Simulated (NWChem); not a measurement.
System: C2H5BClF; SMILES CCB(F)Cl

The following NWChem deck was run.

```
start job
memory heap 200 mb stack 900 mb global 1100 mb
geometry units angstroms noautosym nocenter noautoz
  B      0.192934     0.153648     0.000000
  F      1.510495    -0.044945     0.000000
  Cl    -0.349600     1.842821     0.000000
  C     -0.824562    -1.039855     0.000000
  C     -0.209562    -2.443781     0.000000
  H     -1.500259    -0.892578    -0.873783
  H     -1.500259    -0.892578     0.873783
  H      0.429955    -2.606963     0.890860
  H      0.429955    -2.606963    -0.890860
  H     -0.987869    -3.232921     0.000000
end
basis spherical
  B library 6-31+g*
  F library 6-31+g*
  Cl library 6-31+g*
  C library 6-31+g*
  H library 6-31+g*
end
dft
  xc pbe0
  iterations 150
end
property
  response 1 0.0428
end
task dft property
```

Parts of the log:

```
             Northwest Computational Chemistry Package (NWChem) 7.3.0
             --------------------------------------------------------

                             Geometry "geometry" -> ""
                             -------------------------

 Output coordinates in angstroms (scale by  1.889725989 to convert to a.u.)

  No.       Tag          Charge          X              Y              Z
 ---- ---------------- ---------- -------------- -------------- --------------
    1 B                    5.0000     0.19293400     0.15364800     0.00000000
    2 F                    9.0000     1.51049500    -0.04494500     0.00000000
    3 Cl                  17.0000    -0.34960000     1.84282100     0.00000000
    4 C                    6.0000    -0.82456200    -1.03985500     0.00000000
    5 C                    6.0000    -0.20956200    -2.44378100     0.00000000
    6 H                    1.0000    -1.50025900    -0.89257800    -0.87378300
    7 H                    1.0000    -1.50025900    -0.89257800     0.87378300
    8 H                    1.0000     0.42995500    -2.60696300     0.89086000
    9 H                    1.0000     0.42995500    -2.60696300    -0.89086000
   10 H                    1.0000    -0.98786900    -3.23292100     0.00000000

 Effective nuclear repulsion energy (a.u.)     202.0775626320

                              NWChem Property Module
                              ----------------------

                                 NWChem DFT Module
                                 -----------------

 Summary of "ao basis" -> "ao basis" (spherical)
 ------------------------------------------------------------------------------
       Tag                 Description            Shells   Functions and Types
 ---------------- ------------------------------  ------  ---------------------
 B                          6-31+g*                  8       18   4s3p1d
 F                          6-31+g*                  8       18   4s3p1d
 Cl                         6-31+g*                 10       22   5s4p1d
 C                          6-31+g*                  8       18   4s3p1d
 H                          6-31+g*                  2        2   2s

            General Information
            -------------------
          SCF calculation type: DFT
          Wavefunction type:  closed shell.
          No. of atoms     :    10
          No. of electrons :    48
           Alpha electrons :    24
            Beta electrons :    24
          Charge           :     0
          Spin multiplicity:     1
          Use of symmetry is: off; symmetry adaption is: off
          Maximum number of iterations: 150
          AO basis - number of functions:   104
                     number of shells:    52
          Convergence on energy requested:  1.00D-06
          Convergence on density requested:  1.00D-05
          Convergence on gradient requested:  5.00D-04

              XC Information
              --------------
                         PBE0 Method XC Functional
                     Hartree-Fock (Exact) Exchange  0.250
          PerdewBurkeErnzerhof Exchange Functional  0.750
            Perdew 1991 LDA Correlation Functional  1.000 local
           PerdewBurkeErnz. Correlation Functional  1.000 non-local

             Grid Information
             ----------------
          Grid used for XC integration:  medium
          Radial quadrature: Mura-Knowles
          Angular quadrature: Lebedev.
          Tag              B.-S. Rad. Rad. Pts. Rad. Cut. Ang. Pts.
          ---              ---------- --------- --------- ---------
          B                   0.85       49          12.0       434
          F                   0.50       49          11.0       434
          Cl                  1.00       88          14.0       590
          C                   0.70       49          14.0       434
          H                   0.35       45          14.0       434
          Grid pruning is: on
          Number of quadrature shells:   509
          Spatial weights used:  Erf1

      Superposition of Atomic Density Guess
      -------------------------------------

 Sum of atomic energies:        -661.17754400

      Non-variational initial energy
      ------------------------------

 Total energy =    -663.394793
 1-e energy   =   -1311.225706
 2-e energy   =     445.753351
 HOMO         =      -0.376329
 LUMO         =       0.030894

   convergence    iter        energy       DeltaE   RMS-Dens  Diis-err
 ---------------- ----- ----------------- --------- --------- ---------
 d= 0,ls=0.0,diis     1   -663.7581946452 -8.66D+02  1.24D-02  6.28D-01
 d= 0,ls=0.0,diis     2   -663.7494115944  8.78D-03  7.50D-03  9.04D-01
 d= 0,ls=0.0,diis     3   -663.8313123137 -8.19D-02  1.08D-03  2.92D-02
 d= 0,ls=0.0,diis     4   -663.8331177359 -1.81D-03  8.00D-04  4.55D-03
 d= 0,ls=0.0,diis     5   -663.8336674371 -5.50D-04  1.28D-04  8.02D-05
  Resetting Diis
 d= 0,ls=0.0,diis     6   -663.8336784166 -1.10D-05  2.17D-05  4.14D-06
 d= 0,ls=0.0,diis     7   -663.8336789107 -4.94D-07  1.33D-05  6.28D-07
 d= 0,ls=0.0,diis     8   -663.8336788836  2.71D-08  7.34D-06  8.30D-07

         Total DFT energy =     -663.833678883580
      One electron energy =    -1315.067794365404
           Coulomb energy =      504.297550867297
    Exchange-Corr. energy =      -55.140998017455
 Nuclear repulsion energy =      202.077562631982

 Numeric. integr. density =       48.000008361948

                       DFT Final Molecular Orbital Analysis
                       ------------------------------------

 Vector   22  Occ=2.000000D+00  E=-3.566110D-01
              MO Center= -2.8D-01, -1.7D-02, -3.1D-09, r^2= 4.5D+00
   Bfn.  Coefficient  Atom+Function         Bfn.  Coefficient  Atom+Function
  ----- ------------  ---------------      ----- ------------  ---------------
    43      0.470196   3 Cl px               61     -0.240385   4 C  px
    22     -0.235421   2 F  py               47      0.217294   3 Cl px
    39     -0.182820   3 Cl px                4      0.178416   1 B  py
    79      0.179277   5 C  px               26     -0.168232   2 F  py
    65     -0.136850   4 C  px              103     -0.126400  10 H  s

 Vector   23  Occ=2.000000D+00  E=-3.528634D-01
              MO Center= -3.8D-01,  8.6D-01,  1.2D-08, r^2= 3.9D+00
   Bfn.  Coefficient  Atom+Function         Bfn.  Coefficient  Atom+Function
  ----- ------------  ---------------      ----- ------------  ---------------
    45      0.619217   3 Cl pz               49      0.315085   3 Cl pz
    41     -0.241124   3 Cl pz               63     -0.176629   4 C  pz
    81      0.147170   5 C  pz               67     -0.128985   4 C  pz
    95      0.105348   6 H  s                97     -0.105348   7 H  s
    85      0.093107   5 C  pz               23     -0.089163   2 F  pz

 Vector   24  Occ=2.000000D+00  E=-3.326547D-01
              MO Center= -3.7D-01,  5.8D-01, -3.4D-10, r^2= 4.1D+00
   Bfn.  Coefficient  Atom+Function         Bfn.  Coefficient  Atom+Function
  ----- ------------  ---------------      ----- ------------  ---------------
    43      0.491616   3 Cl px               44      0.314611   3 Cl py
    47      0.248524   3 Cl px               62      0.211206   4 C  py
    39     -0.190411   3 Cl px                4     -0.161954   1 B  py
    48      0.160382   3 Cl py               80     -0.154814   5 C  py
    68      0.153249   4 C  s                61      0.151941   4 C  px

 Vector   25  Occ=0.000000D+00  E=-1.969828D-02
              MO Center=  7.2D-02,  1.9D-01, -5.4D-09, r^2= 2.8D+00
   Bfn.  Coefficient  Atom+Function         Bfn.  Coefficient  Atom+Function
  ----- ------------  ---------------      ----- ------------  ---------------
     9      0.650594   1 B  pz                5      0.537366   1 B  pz
    13      0.414819   1 B  pz               96      0.257741   6 H  s
    98     -0.257741   7 H  s                23     -0.237798   2 F  pz
    45     -0.234823   3 Cl pz               53     -0.219355   3 Cl pz
    49     -0.207288   3 Cl pz               27     -0.198157   2 F  pz

 Vector   26  Occ=0.000000D+00  E=-2.150386D-03
              MO Center= -6.0D-01, -7.1D-01,  2.6D-08, r^2= 1.2D+01
   Bfn.  Coefficient  Atom+Function         Bfn.  Coefficient  Atom+Function
  ----- ------------  ---------------      ----- ------------  ---------------
    10      3.691721   1 B  s                68     -1.365682   4 C  s
    86     -1.164939   5 C  s                70     -0.777486   4 C  py
    11     -0.736983   1 B  px               12     -0.653337   1 B  py
    50     -0.560448   3 Cl s                64     -0.421971   4 C  s
    88     -0.413337   5 C  py                6      0.303941   1 B  s

 Vector   27  Occ=0.000000D+00  E= 2.427980D-02
              MO Center= -1.9D-01, -7.5D-01, -1.7D-10, r^2= 1.8D+01
   Bfn.  Coefficient  Atom+Function         Bfn.  Coefficient  Atom+Function
  ----- ------------  ---------------      ----- ------------  ---------------
    86      3.441002   5 C  s                68     -2.288217   4 C  s
    12      1.948137   1 B  py               50     -1.889129   3 Cl s
    88      1.489639   5 C  py               70      1.035035   4 C  py
    10      0.535689   1 B  s                82      0.463125   5 C  s
    52      0.399875   3 Cl py               11     -0.361095   1 B  px

     Multipole analysis of the density
     ---------------------------------

     L   x y z        total         alpha         beta         nuclear
     -   - - -        -----         -----         ----         -------
     0   0 0 0      0.000000    -24.000000    -24.000000     48.000000

     1   1 0 0     -0.415780      0.469856      0.469856     -1.355493
     1   0 1 0     -0.585069     -0.819648     -0.819648      1.054227
     1   0 0 1      0.000000      0.000000      0.000000      0.000000

     2   2 0 0    -28.899921    -73.351615    -73.351615    117.803308
     2   1 1 0      0.562868     -0.490629     -0.490629      1.544127
     2   1 0 1      0.000000      0.000000      0.000000      0.000000
     2   0 2 0    -28.492609   -238.912498   -238.912498    449.332386
     2   0 1 1      0.000000      0.000000      0.000000      0.000000
     2   0 0 2    -26.462556    -18.791883    -18.791883     11.121210

 *** CALLING NEW AORESP DRIVER FOR CLOSED AND OPEN SHELLS ***
 Entering AOResponse driver routine

--------------------------------------------------------------------------------

          -----------------------------------------------
          Solving response equations for perturbing field
          -----------------------------------------------

 number of frequencies:     1
 frequency in a.u.:  0.4280000E-01
 Perturbing field: electric
 Using El. Dipole Length Gauge

 Setting up CPKS with frequency omega =      0.04280000 a.u.

                            NWChem Dynamic CPHF Module
                            --------------------------

    scftype = RHF
    nclosed =   24
      nopen =    0
  variables =     3840
  num. vecs =        3
  tolerance =   1.0D-04
  max. iter =   50

 SCF residual:    7.1355875214602909E-005

Iterative solution of linear equations
  No. of variables     3840
  No. of equations        3
  Maximum subspace       30
       Convergence  1.0D-04

   iter   nsub   residual    time
   ----  ------  --------  ---------
     1      3    1.79D+00      31.4
     2      6    1.74D+00      44.6
     3      9    6.29D-01      59.0
     4     12    3.56D-02      71.6
     5     15    6.42D-03      84.5
     6     18    2.03D-03      98.9
     7     21    5.79D-04     115.1
     8     24    8.61D-05     132.3

 Electric Dipole Response Matrix (nonzero elements):

              1        2        3
    1   44.8745  -2.4445  -0.0000
    2   -2.4446  61.0903   0.0000
    3   -0.0000   0.0000  38.0923

 ------------------------------------------
 average:        48.01904 + I       0.00000

 DFT Linear Response polarizability / au
 Frequency  =       0.0428000 / au
 Wavelength =    1064.5643224 / nm
              X              Y              Z
 -----------------------------------------------
 X      44.8744646     -2.4445345     -0.0000000
 Y      -2.4445625     61.0903261      0.0000001
 Z      -0.0000000      0.0000001     38.0923287
 -----------------------------------------------
 Eigenvalues =      44.5139663     61.4508244     38.0923287
 Isotropic   =      48.0190398
 Anisotropic =      20.9011233
 -----------------------------------------------

 Magnetic Dipole Response Matrix (nonzero elements):

 Exiting AOResponse driver routine
```

Level: PBE0/6-31+G* (spherical d). All runs use the structure optimised with PBE-D3(BJ)/def2-SVP.
